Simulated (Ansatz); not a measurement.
[Si4]4- (Si4⁴⁻). The state is a triplet with charge -4. Geometry r2SCAN-D4/def2-TZVPD, that of the charge -4 singlet; atoms count from 1.

| atom | x (Å) | y (Å) | z (Å) |
| --- | --- | --- | --- |
| Si1 | -1.123 | -0.679 | -0.729 |
| Si2 | 0.471 | 1.183 | -0.796 |
| Si3 | -0.483 | 0.462 | 1.345 |
| Si4 | 1.136 | -0.966 | 0.181 |

A multiply charged anion in the gas phase is held together partly by the finite basis. The highest occupied level of the charge -4 triplet lies above zero (up to 10.64 eV). The electron is either unbound and held by the finite basis, or the level is raised by self-interaction error.

Estimate the Mulliken populations from the PBE0/def2-TZVPD orbitals of Ansatz.


| atom | charge (e) | spin (α − β) |
| --- | --- | --- |
| Si1 | -1.36 | 0.87 |
| Si2 | -0.64 | 0.13 |
| Si3 | -1.36 | 0.87 |
| Si4 | -0.64 | 0.13 |
Mulliken values depend strongly on the basis. With diffuse functions, as here, like atoms can get unlike values, and bond orders can come out too low or too high.

Where does the spin sit?

Summed by element: Si 2.00, of 2 unpaired in all. Largest on single atoms: Si1 0.87, Si3 0.87, Si4 0.13.

And the Mayer bond orders between heavy atoms (over 0.3)?

Si1–Si2 0.69 (2.45 Å); Si1–Si3 2.33 (2.45 Å); Si1–Si4 0.83 (2.45 Å); Si2–Si3 0.83 (2.45 Å); Si2–Si4 0.77 (2.45 Å); Si3–Si4 0.69 (2.45 Å).
